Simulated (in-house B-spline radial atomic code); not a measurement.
Successive ionisation energies of thallium; each step leads to the configuration of the next row (after the last: [Kr] 4d3). NIST's values go from ground level to ground level; the uncertainty of those that are theory runs from under 0.1 % in few-electron ions to several per cent in heavy many-electron ones. Computed with an all-electron radial atomic-structure program (B-spline basis): non-relativistic Hartree-Fock, average of the configuration, point nuclei.

This level leaves out relativity, spin-orbit splitting included, which matters for heavy ions.

```tsv
ion	configuration	ionisation energy (eV)	tabulated value (eV)	tabulated kind	computed minus tabulated (eV)	highest orbital	largest mean radius (bohr)
Tl34+	[Kr] 4d10 4f1	1343.5	1350	tabulated theory	-6.5	4f	0.40264
Tl35+	[Kr] 4d10	?	?	tabulated theory	?	?	?
Tl36+	[Kr] 4d9	1694.6	1681	tabulated theory	13.6	4d	0.39863
Tl37+	[Kr] 4d8	?	?	tabulated theory	?	?	?
Tl38+	[Kr] 4d7	1812.1	1802	tabulated theory	10.1	4d	0.39498
Tl39+	[Kr] 4d6	1871.7	1862	tabulated theory	9.7	4d	0.39317
Tl40+	[Kr] 4d5	1932.0	1920	tabulated theory	12.0	4d	0.39137
Tl41+	[Kr] 4d4	1992.8	2014	tabulated theory	-21.2	4d	0.38959
```

Q: Fill in the row of Tl35+.

A: ionisation energy (eV): 1636.8; tabulated value (eV): 1625; computed minus tabulated (eV): 11.8; highest orbital: 4d; largest mean radius (bohr): 0.40047.

Q: Fill in the row of Tl37+.

A: ionisation energy (eV): 1753.1; tabulated value (eV): 1740; computed minus tabulated (eV): 13.1; highest orbital: 4d; largest mean radius (bohr): 0.3968.
